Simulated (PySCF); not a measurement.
Bonds (- single, = double, # triple, : aromatic): C1-C2, C2-C3, C3-S4, S4=O5, S4=O6, S4-O7. C1 carries H8, H9, H10; C2 carries H11, H12; C3 carries H13, H14; O7 carries H15.

GIAO shifts from PySCF 2.14 on PBE0-D3(BJ)/def2-SVP geometries (one conformer, non-relativistic, equivalent nuclei averaged), against TMS at the same level and in the same medium; PCM means IEF-PCM chloroform.

Measured (solution, not stated per compound (mostly CDCl3 or CCl4); Pretsch, Buehlmann, Badertscher, Structure Determination of Organic Compounds, 4th ed. (2009)): C3 53.7, C2 18.8, C1 13.7 ppm.

Which unscaled values do B97-2/pcSseg-1, gas; PBE0/pcSseg-1, PCM; WP04/pcSseg-1, PCM; wB97X-D/pcSseg-1, PCM give, and how close are they?

## Answers


| atoms | measured | B97-2/pcSseg-1, gas | PBE0/pcSseg-1, PCM | WP04/pcSseg-1, PCM | wB97X-D/pcSseg-1, PCM |
| --- | --- | --- | --- | --- | --- |
| C3 | 53.7 | 60.0 | 62.0 | 65.0 | 62.4 |
| C2 | 18.8 | 20.0 | 19.9 | 23.2 | 19.4 |
| C1 | 13.7 | 14.4 | 14.3 | 16.0 | 14.4 |

Mean absolute error for 13C: B97-2/pcSseg-1, gas 2.7, PBE0/pcSseg-1, PCM 3.3, WP04/pcSseg-1, PCM 6.0, wB97X-D/pcSseg-1, PCM 3.3 ppm.
